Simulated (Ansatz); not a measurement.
`[Li][O]C` + HI → `[Li][I]` + CH₃OH at 600 K and 1 bar (ligand exchange at a Li–O bond).

Isolated molecules relaxed with PBE0-D4/def2-TZVP in Ansatz; ΔE leaves out vibrations. CCSD(T)/CBS is the MP2 limit (def2-TZVPP, def2-QZVPP) plus CCSD(T) − MP2 in def2-TZVPP, frozen cores. This one scheme is used for every species. Elements past krypton have def2 core potentials. For I, Li outer-core shells are correlated without core-valence functions, which leaves a few kJ/mol of doubt a bond.

| species | CCSD(T)/CBS energy (Eh) | H − E (kJ/mol) | S (J/(mol·K)) |
| --- | --- | --- | --- |
| `[Li][O]C` | -122.55324 | 141.9 | 298.0 |
| HI | -298.03592 | 31.6 | 227.0 |
| `[Li][I]` | -305.01891 | 23.0 | 256.8 |
| CH₃OH | -115.61712 | 163.6 | 277.3 |

H − E and S are ideal-gas, rigid-rotor, harmonic terms from PBE0-D4/def2-TZVP. 1 Eh = 2625.50 kJ/mol, R = 8.31446 J/(mol·K).

By hand: ΔE, ΔH, ΔS and ΔG.

ΔE = (-305.01891) + (-115.61712) − (-122.55324) − (-298.03592) = -0.04687 Eh = -123.1 kJ/mol. Δ(H − E) = 23.0 + 163.6 − 141.9 − 31.6 = 13.1, so ΔH = -110.0 kJ/mol. ΔS = 256.8 + 277.3 − 298.0 − 227.0 = 9.1 J/(mol·K). ΔG = -110.0 − 600 × (9.1)/1000 = -115.5 kJ/mol.

By hand: the equilibrium constant, and the temperature at which ΔG would vanish if ΔH and ΔS stayed fixed.

log₁₀ K = −ΔG/(RT ln 10) = 10.1. ΔH and −TΔS have one sign here, so there is no such temperature.

The number of gas molecules stays the same, so ΔS is small and ΔH decides. A doubt of 5 kJ/mol in ΔE shifts log₁₀ K by 0.4 here. These are equilibria of isolated gas molecules and say nothing of rates. Largest T1 diagnostic: 0.013 (customary marks: 0.02 for closed shells, 0.045 for open ones).
